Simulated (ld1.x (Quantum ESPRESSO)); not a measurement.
**gadolinium (Gd): ultrasoft pseudisation with PBE, scalar-relativistic reference atom.**

* Element: gadolinium (Gd)
* Generator: ld1.x (Quantum ESPRESSO) 7.5
* Type: ultrasoft
* Functional: PBE
* Relativity: scalar-relativistic
* Frozen core: [Kr] 4d10
* Valence charge: 18
* Reference configuration: 4f7 5s2 5p6 5d1 6s0 6p0 (charge +2)
* Partial waves: 5s (bound): rcut 1.70, rcutus 1.90 bohr; 6s (bound, empty): rcut 1.70, rcutus 1.90 bohr; 5p (bound): rcut 2.00, rcutus 2.20 bohr; 6p (bound, empty): rcut 2.00, rcutus 2.20 bohr; 5d (bound): rcut 2.75, rcutus 3.50 bohr; 5d channel at 2.87 Ry: rcut 2.75, rcutus 3.50 bohr; 4f (bound): rcut 1.15, rcutus 1.30 bohr; 4f channel at -1 Ry: rcut 1.15, rcutus 1.30 bohr
* Local potential: all-electron potential smoothed inside 2.65 bohr (lloc = -2)
* Core correction: none
* Augmentation charge: built from norm-conserving waves at rcut, not smoothed further

All-electron outer shells of the reference configuration (PBE, scalar-relativistic, ld1.x):

```tsv
shell	level (eV)	outermost node (bohr)	outermost maximum (bohr)
4p	-290.18	0.29	0.54
4d	-161.50	0.27	0.56
5s	-63.52	0.65	1.20
5p	-40.98	0.70	1.35
4f	-22.46	–	0.56
5d	-15.18	0.79	1.88
6s	-15.03	1.58	3.05
6p	-10.73	1.87	3.78
```

Is the overlap operator S = 1 + Σ q|β⟩⟨β| positive definite (Bessel basis up to 400 Ry)?

Yes: its lowest eigenvalue is 0.16 (s channel).

Its largest configuration-test error is -1969 meV (4f7 5s2 5p6 5d1 6s2 6p0), which is poor. Test run stopped at test 5 of 7 (negative rho).

A Bessel basis up to 400 Ry misses an occupied level by 0.67 Ry, so cutoffs and ghosts were not judged.
